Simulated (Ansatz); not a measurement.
One geometry of CrO2(NH2)2 (CrN₂O₂H₄), several levels of theory.

```yaml
crystal:
  periodic: [false, false, false]
  atoms:
    - {symbol: Cr, position_ang: [0.505523, 0.000691, 0.354891]}
    - {symbol: N, position_ang: [-0.321933, 1.487360, -0.219930]}
    - {symbol: N, position_ang: [-0.313503, -1.488221, -0.226164]}
    - {symbol: O, position_ang: [0.429114, -0.003479, 1.905318]}
    - {symbol: O, position_ang: [1.937767, 0.006708, -0.243702]}
    - {symbol: H, position_ang: [-1.055311, 1.952474, 0.306669]}
    - {symbol: H, position_ang: [-0.074281, 1.960731, -1.083675]}
    - {symbol: H, position_ang: [-0.066518, -1.954000, -1.094227]}
    - {symbol: H, position_ang: [-1.040848, -1.962266, 0.300821]}
basis:
  gaussian: {orbitals: def2-TZVP, initial_orbitals: start.molden}
hamiltonian: {xc: pbe0, dispersion: d4}
scf: {omitted_lower_state_checks: [starts]}
output: {orbitals: {seedname: orbitals}}
```

The file start.molden holds the orbitals of an earlier run on this structure, at another level or in another basis.

```sh
$ ansatz run in.yaml --threads 2 --pin off --events-out ev --progress --plain --max-ram 4352MiB
```

It prints (some lines left out):

```
Functional definition: PBE0
1277 factors; their error is unknown
mean field evaluation 1: about -35546.3902 eV, gradient 1.7e2 eV
mean field evaluation 2: about -35550.8290 eV, gradient 5.5e0 eV
mean field evaluation 4: about -35551.0697 eV, gradient 2.9e-1 eV
mean field evaluation 8: about -35551.0699 eV, gradient 1.6e-5 eV
mean field -35551.06987797 eV, -1306.4777206346 hartree, gradient 1.6e-5 eV, S^2 0.000000; 0 other end points of the search recorded, 0 dependent functions left out
reference -35551.06991624 eV, -1306.4777220412 hartree; 29, 29 occupied and 164, 164 virtual orbitals, 1277 factors
Total energy: -35551.24929945 eV, -1306.4843142526 hartree
Checks for a lower state left out: starts
```

Run time 4.8 s (2 threads of Arm Neoverse V1 on a shared host).

First input, but with `correlation: {method: mp2}` and without the key `hamiltonian` (abridged; 24 s):

```
Functional definition: HF
mean field -35486.68169539 eV, -1304.1114985689 hartree, gradient 9.2e-6 eV, S^2 0.000000; unrestricted orbitals would lower it
mean field evaluation 16: about -35488.0664 eV, gradient 1.9e0 eV
mean field evaluation 32: about -35488.8700 eV, gradient 3.4e-1 eV
unrestricted determinant -35488.97718899 eV, -1304.1958564026 hartree, S^2 2.1287
9 core orbitals not correlated: weight in the atoms' cores, before any rotation towards them, 1.000 or more for the frozen orbitals, at most 0.000 for the correlated occupied ones
second order -48.36644806 eV of doubles, -0.00000000 eV of singles
Total energy: -35535.04814346 eV, -1305.8889327513 hartree
Checks for a lower state left out: starts
```

The first input with `hamiltonian: {xc: {name: BLYP}, dispersion: d4}` (abridged; 3.9 s):

```
Functional definition: BLYP
mean field -35567.16084096 eV, -1307.0690526179 hartree, gradient 2.3e-5 eV, S^2 0.000000
Total energy: -35567.63759202 eV, -1307.0865728962 hartree
Checks for a lower state left out: starts
```

Geometry: B3LYP-D4/def2-SVP.

Correlated methods freeze 9 core orbitals; core or outer-core shells of Cr are correlated, in sets that lack core-valence functions. The restricted singlet is unstable towards broken spin symmetry in Hartree–Fock (as tested in another run); at PBE0-D4/def2-TZVP, BLYP-D4/def2-TZVP this wasn't settled. At MP2/def2-TZVP the restricted singlet (for correlated methods, its reference) is unstable: a solution with broken spin symmetry lies lower.
